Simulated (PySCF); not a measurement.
A structure optimised at PBE-D3(BJ)/def2-SVP, used in a PySCF frequency run:

```
C
C 1 1.5282
H 2 1.1105 1 111.82
H 2 1.1105 3 107.54 1 123.12
H 2 1.1124 3 107.45 4 115.40
C 1 1.5660 2 116.92 3 -68.63
H 6 1.1106 1 118.51 2 103.10
H 6 1.1110 7 107.74 1 126.23
C 6 1.5489 7 117.87 8 127.99
H 9 1.1078 6 117.30 7 -101.13
H 9 1.1083 10 108.19 6 -127.92
C 9 1.5489 10 117.30 11 -127.92
H 12 1.1106 9 117.87 10 101.13
H 12 1.1110 13 107.74 9 127.99
Si 1 1.9069 2 110.56 3 60.33
H 15 1.5071 1 110.67 2 -180.00
H 15 1.5074 16 108.40 11 121.11
H 15 1.5074 16 108.40 17 117.78
```

Write its SMILES, formula and point group.

CC1([SiH3])CCC1, C5H12Si, Cs

What are its rotational constants (standard atomic weights)?

3.6226, 2.3992, 1.9435 GHz
